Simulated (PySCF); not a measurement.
## Nuclear quadrupole coupling in `C=C[SiH2][Si@@H]([SiH3])Cl`

C₂H₉ClSi₃.
Structure used (GFN2-xTB), in Å, numbered top down from 1:
```xyz
15
C2H9ClSi3 angstrom
C      1.591    1.564    0.453
C      2.061    0.582   -0.300
Si     1.262   -1.113   -0.511
Si    -0.853   -1.105    0.465
Si    -2.448    0.429   -0.260
Cl    -1.639   -2.991    0.191
H      2.090    2.516    0.547
H      0.676    1.460    1.017
H      2.986    0.754   -0.838
H      1.213   -1.381   -1.959
H      2.209   -2.099    0.037
H     -0.735   -1.036    1.934
H     -1.905    1.787   -0.160
H     -3.696    0.419    0.508
H     -2.818    0.220   -1.662
```

Field gradients from the PBE0/pcSseg-1 density (PySCF, non-relativistic), principal values in atomic units, ordered |Vxx| ≤ |Vyy| ≤ |Vzz|:

```csv
atom,Vxx,Vyy,Vzz
Cl6,-1.1136,-1.2046,2.3182
```

Q: Find the asymmetry η = (Vxx − Vyy)/Vzz and the couplings χ = eQV/h (234.96 MHz × Q in barn × V in au), with Q(35Cl) = −0.0817 b.

A: 
```json
{"atom": "Cl6", "environment": "silicon-bound chlorine", "nucleus": "35Cl", "η": "0.04", "χzz (MHz)": "-44.50", "χxx (MHz)": "21.38", "χyy (MHz)": "23.12"}
```

The gradient is axial or nearly so (η below 0.05) at Cl6. The tensor is traceless: Vxx + Vyy + Vzz = 0.

Q: What is Vzz at Cl6 in SI units (1 au = 9.71736 × 10²¹ V/m²)?

A: 2.3182 au = 22.527 × 10²¹ V/m².

Q: And the gradient at the other heavy atoms, for which no coupling is worked out here?

A: 
```csv
atom,environment,Vzz (au),η
C1,terminal =CH2 carbon,0.361,0.40
C2,alkene CH carbon,0.356,0.37
Si3,SiH2 silicon,0.148,0.30
Si4,chlorine-bound silicon,0.800,0.08
Si5,SiH3 silicon,0.112,0.20
```

Q: What couplings would deuterons (Q(2H) = 0.00286 b) have in place of the hydrogens, at this geometry?

A: 
```
atom  bonded to  bond length (Å)  Vzz (au)     η  χzz (kHz)
  H7         C1            1.080    0.3298  0.04        222
  H8         C1            1.080    0.3315  0.06        223
  H9         C2            1.083    0.3266  0.04        219
 H10        Si3            1.473    0.1563  0.02        105
 H11        Si3            1.473    0.1570  0.02        106
 H12        Si4            1.476    0.1533  0.05        103
 H13        Si5            1.466    0.1620  0.01        109
 H14        Si5            1.466    0.1628  0.00        109
 H15        Si5            1.465    0.1633  0.01        110
```

One conformer (not necessarily the lowest) at the GFN2-xTB geometry, without solvent, vibrations or thermal averaging. GFN2-xTB bond lengths can be off by several hundredths of an ångström, more for odd bonds, and the gradients follow them. These gradients aren't converged with respect to the basis.

These values come from a run that also computed NMR shieldings. Hardware: Arm Neoverse N1, one thread, no GPU, on a shared host. Cost: 51 s wall (with the writing of density and orbital grids), 0.75 GiB resident at most.
